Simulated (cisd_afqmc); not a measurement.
Input (AFQMC/CISD/cc-pVDZ; cisd_afqmc is a phaseless AFQMC code with CISD trial states that reads the integrals written by Ansatz):

Ansatz 0.2 input:
```python
import cisd_afqmc

open("ham.yaml", "w").write("""\
crystal:
  periodic: [false, false, false]
  atoms:
    - {symbol: B, position_ang: [-0.67214374, 1.05328021, 0.62757796]}
    - {symbol: H, position_ang: [-0.58194402, 1.66602577, 1.64724765]}
    - {symbol: H, position_ang: [-1.53799171, 1.32976202, -0.14549428]}
    - {symbol: C, position_ang: [0.25008923, -0.17340128, 0.38332508]}
    - {symbol: C, position_ang: [0.37911209, -0.72723246, -0.98131909]}
    - {symbol: H, position_ang: [-0.34685095, -0.86957007, 1.03217756]}
    - {symbol: H, position_ang: [1.20872740, -0.10868027, 0.90265222]}
    - {symbol: H, position_ang: [-0.48374700, -0.79665699, -1.62958893]}
    - {symbol: H, position_ang: [1.32731698, -1.08347913, -1.35692006]}
basis:
  gaussian:
    orbitals: cc-pVDZ
magnetization: {spin_polarized: true, initial_magnetization: 1}
correlation: {method: ccsd, electrons: outside_noble_gas, hamiltonian_folder: ham}
""")
rep = cisd_afqmc.ansatz("ham.yaml")
e_ccsd = rep["correlation"]["coupled_cluster"]["energy"]["hartree"]
out = cisd_afqmc.run("ham", e_ccsd, trial="CISD", walkers=100, populations=8, threads=8, dt=0.005, steps=40, early=24, settle=10, least=32,
    cut=5e-5, rank_cut=2e-4, target=0.0004, seconds=1500, seed=1, memory=12960, gpu=False)
```

Output:

```
orbitals 69, occupied [9, 8], factors 440 of 651, rank of the doubles 419 of 1028
E(HF) = -103.850328
E(CCSD) on the cut factors = -104.242854, shift to the whole factors -0.000009
Energy of the trial state on the determinant = -104.242835
  tau behind 7.2 of longer steps, mean of the populations' last blocks
   2.0  -104.25570
   4.0  -104.25360
   6.0  -104.25384
   8.0  -104.25367
  10.0  -104.25406
blocks 476 (0 outliers left out), error by blocks joined: 1: 0.00019, 2: 0.00023, 4: 0.00028, 8: 0.00032, 16: 0.00038
E(AFQMC/CISD) = -104.25367 +/- 0.00038
```
